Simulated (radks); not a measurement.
Values are calculated unless marked as measured or tabulated.
Charge is removed step by step from the 3p down level of S, starting from [Ne] 3s2 3p(up 3, down 1). Level of theory: scalar-relativistic Kohn-Sham, PBE, spin-polarised, spherical densities, point nucleus (a radial shooting solver on a logarithmic mesh with Libxc functionals).

| removed (e) | E - E(0) (eV) | eigenvalue (eV) | E minus straight line (eV) |
|---|---|---|---|
| 0 | 0.000 | -5.977 | 0.000 |
| 0.1 | 0.638 | -6.795 | -0.385 |
| 0.2 | 1.359 | -7.626 | -0.687 |
| 0.3 | 2.164 | -8.470 | -0.905 |
| 0.4 | 3.054 | -9.325 | -1.038 |
| 0.5 | 4.029 | -10.191 | -1.086 |
| 0.6 | 5.092 | -11.066 | -1.046 |
| 0.7 | 6.243 | -11.950 | -0.918 |
| 0.8 | 7.482 | -12.842 | -0.702 |
| 0.9 | 8.811 | -13.740 | -0.396 |
| 1 | 10.230 | -14.642 | 0.000 |

Removing the whole electron costs 10.230 eV by Delta-SCF, against 5.977 eV from minus the eigenvalue at the starting occupation. Slater's transition state (half an electron removed) gives 10.191 eV. Integrating minus the eigenvalue over the occupation (Janak's theorem) gives 10.231 eV. In this scalar-relativistic scheme the density is built from large components alone, so the theorem holds only approximately. The mean slope of the eigenvalue, de/dn, is 8.67 eV per electron. Ionisation energy of S in the NIST Atomic Spectra Database: 10.360 eV (measured).
